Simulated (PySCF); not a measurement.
C₃H₉N, charge -1, doublet, at the geometry of the source list (a state made from the parent by changing its charge; the spin is typed, not shown lowest) (in this run its highest filled SCF level lies above zero, so its values depend strongly on the basis, on diffuse functions most of all), with bond 9-3 at 2.0 times its length; PySCF with HF/STO-3G.

Input for PySCF:
```python
from pyscf import gto, scf

mol = gto.Mole()
mol.atom = '''
    C    -0.61420000    1.11590000    0.56410000
    C    -0.09010000    0.02020000   -0.36040000
    C     1.35060000   -0.34120000   -0.00900000
    N    -0.92020000   -1.16670000   -0.18850000
    H     0.00310000    2.00670000    0.48570000
    H    -0.60020000    0.76100000    1.59070000
    H    -1.63700000    1.37810000    0.30330000
    H    -0.11220000    0.39990000   -1.40170000
    H     2.09660000   -1.88740000   -1.34500000
    H     1.39180000   -0.71630000    1.00970000
    H     1.99300000    0.53090000   -0.09460000
    H    -0.60270000   -1.91270000   -0.79820000
    H    -1.88540000   -0.96140000   -0.42410000
'''
mol.basis = 'sto-3g'
mol.charge = -1
mol.spin = 1
mol.verbose = 4
mol.build()

mf = scf.UHF(mol)
mf.level_shift = 0.5
mf.max_cycle = 100
mf.kernel()
mf.analyze()
```

What the program printed (banner, timings and long lists left out):

```
PySCF version 2.14.0

[INPUT] verbose = 4
[INPUT] num. atoms = 13
[INPUT] num. electrons = 35
[INPUT] charge = -1
[INPUT] spin (= nelec alpha-beta = 2S) = 1
[INPUT] symmetry False subgroup None
[INPUT] Mole.unit = angstrom
[INPUT] Symbol           X                Y                Z      unit          X                Y                Z       unit  Magmom
[...]
nuclear repulsion = 133.347669616664
number of shells = 21
number of NR pGTOs = 87
number of NR cGTOs = 29
basis = sto-3g
ecp = {}

******** <class 'pyscf.scf.uhf.UHF'> ********
method = UHF
initial guess = minao
damping factor = 0
level_shift factor = 0.5
DIIS = <class 'pyscf.scf.diis.CDIIS'>
diis_start_cycle = 1
diis_space = 8
diis_damp = 0
SCF conv_tol = 1e-09
SCF conv_tol_grad = None
SCF max_cycles = 100
direct_scf = True
direct_scf_tol = 1e-13
number electrons alpha = 18  beta = 17
Set gradient conv threshold to 3.16228e-05
init E= -171.307553434127

cycle= 1 E= -170.69577639244  delta_E= 0.612  |g|= 0.295  |ddm|= 2.97
cycle= 2 E= -170.763349001932  delta_E= -0.0676  |g|= 0.114  |ddm|= 0.35
cycle= 3 E= -170.779504074217  delta_E= -0.0162  |g|= 0.0656  |ddm|= 0.173
cycle= 4 E= -170.787557650348  delta_E= -0.00805  |g|= 0.0429  |ddm|= 0.13
cycle= 5 E= -170.793364007677  delta_E= -0.00581  |g|= 0.0303  |ddm|= 0.129
cycle= 6 E= -170.796852674141  delta_E= -0.00349  |g|= 0.0216  |ddm|= 0.11
cycle= 7 E= -170.798841644333  delta_E= -0.00199  |g|= 0.0149  |ddm|= 0.0972
cycle= 8 E= -170.79956505494  delta_E= -0.000723  |g|= 0.00926  |ddm|= 0.0582
cycle= 9 E= -170.799806483813  delta_E= -0.000241  |g|= 0.00603  |ddm|= 0.0349
cycle= 10 E= -170.799878020128  delta_E= -7.15e-05  |g|= 0.00354  |ddm|= 0.0175
cycle= 11 E= -170.799900690315  delta_E= -2.27e-05  |g|= 0.00189  |ddm|= 0.00947
cycle= 12 E= -170.799906876218  delta_E= -6.19e-06  |g|= 0.001  |ddm|= 0.00494
cycle= 13 E= -170.799908536201  delta_E= -1.66e-06  |g|= 0.000524  |ddm|= 0.00253
cycle= 14 E= -170.799908988085  delta_E= -4.52e-07  |g|= 0.000267  |ddm|= 0.00132
cycle= 15 E= -170.799909106715  delta_E= -1.19e-07  |g|= 0.000134  |ddm|= 0.000679
cycle= 16 E= -170.799909137476  delta_E= -3.08e-08  |g|= 6.69e-05  |ddm|= 0.000348
cycle= 17 E= -170.799909145283  delta_E= -7.81e-09  |g|= 3.34e-05  |ddm|= 0.000176
cycle= 18 E= -170.799909147254  delta_E= -1.97e-09  |g|= 1.68e-05  |ddm|= 8.83e-05
cycle= 19 E= -170.79990914775  delta_E= -4.96e-10  |g|= 8.43e-06  |ddm|= 4.38e-05
Extra cycle  E= -170.799909147877  delta_E= -1.27e-10  |g|= 3.88e-06  |ddm|= 2.3e-05
converged SCF energy = -170.799909147877  <S^2> = 0.75116138  2S+1 = 2.001161
**** SCF Summaries ****
Total Energy =                        -170.799909147877401
Nuclear Repulsion Energy =             133.347669616664263
One-electron Energy =                 -504.090181918295571
Two-electron Energy =                  199.942603153753879
Two-electron Coulomb Energy =          225.859772342736193
DFT Exchange-Correlation Energy =      -25.917169188982314
**** MO energy ****
                             alpha | beta                alpha | beta
[...]
To work with the spin densities directly, `use mulliken_meta_spin()` only printing them here.

 ** Mulliken spin pop alpha/beta on meta-lowdin orthogonal AOs **
 ** Mulliken Spin Density (per AO)  **
spin_pop of  0 C 1s        0.00000
spin_pop of  0 C 2s        0.00249
spin_pop of  0 C 2px       0.00081
spin_pop of  0 C 2py       0.00336
spin_pop of  0 C 2pz       0.00286
spin_pop of  1 C 1s        0.00000
spin_pop of  1 C 2s       -0.00433
spin_pop of  1 C 2px      -0.01038
spin_pop of  1 C 2py      -0.00402
spin_pop of  1 C 2pz      -0.00314
spin_pop of  2 C 1s       -0.00001
spin_pop of  2 C 2s        0.05405
spin_pop of  2 C 2px       0.03441
spin_pop of  2 C 2py       0.10733
spin_pop of  2 C 2pz       0.08759
spin_pop of  3 N 1s       -0.00000
spin_pop of  3 N 2s       -0.00024
spin_pop of  3 N 2px       0.00064
spin_pop of  3 N 2py       0.00227
spin_pop of  3 N 2pz      -0.00051
spin_pop of  4 H 1s       -0.00070
spin_pop of  5 H 1s       -0.00066
spin_pop of  6 H 1s        0.00046
spin_pop of  7 H 1s        0.00313
spin_pop of  8 H 1s        0.75555
spin_pop of  9 H 1s       -0.01502
spin_pop of  10 H 1s       -0.01469
spin_pop of  11 H 1s       -0.00059
spin_pop of  12 H 1s       -0.00065
 ** Mulliken Spin Density (per atom)  **
spin density of  0 C =      0.00951
spin density of  1 C =     -0.02186
spin density of  2 C =      0.28338
spin density of  3 N =      0.00215
spin density of  4 H =     -0.00070
spin density of  5 H =     -0.00066
spin density of  6 H =      0.00046
spin density of  7 H =      0.00313
spin density of  8 H =      0.75555
spin density of  9 H =     -0.01502
spin density of  10 H =     -0.01469
spin density of  11 H =     -0.00059
spin density of  12 H =     -0.00065
 ** Mulliken pop alpha/beta on meta-lowdin orthogonal AOs **
 ** Mulliken pop       alpha | beta **
[...]
In total            18.00000 | 17.00000
 ** Mulliken atomic charges   ( Nelec_alpha | Nelec_beta ) **
charge of  0C =     -0.11420  (     3.06185      3.05235 )
charge of  1C =      0.07072  (     2.95371      2.97557 )
charge of  2C =     -0.38689  (     3.33513      3.05176 )
charge of  3N =     -0.28819  (     3.64517      3.64302 )
charge of  4H =      0.01068  (     0.49431      0.49501 )
charge of  5H =      0.01790  (     0.49072      0.49138 )
charge of  6H =     -0.01219  (     0.50633      0.50587 )
charge of  7H =     -0.03692  (     0.52002      0.51690 )
charge of  8H =     -0.24314  (     0.99934      0.24380 )
charge of  9H =     -0.08019  (     0.53259      0.54761 )
charge of  10H =     -0.08625  (     0.53578      0.55047 )
charge of  11H =      0.09391  (     0.45275      0.45334 )
charge of  12H =      0.05477  (     0.47229      0.47294 )

WARN: System has nonzero charge -1; the dipole moment is origin-dependent.
Location of origin: [0. 0. 0.]

Dipole moment(X, Y, Z, Debye): -6.09881,  3.66871,  0.63093
```
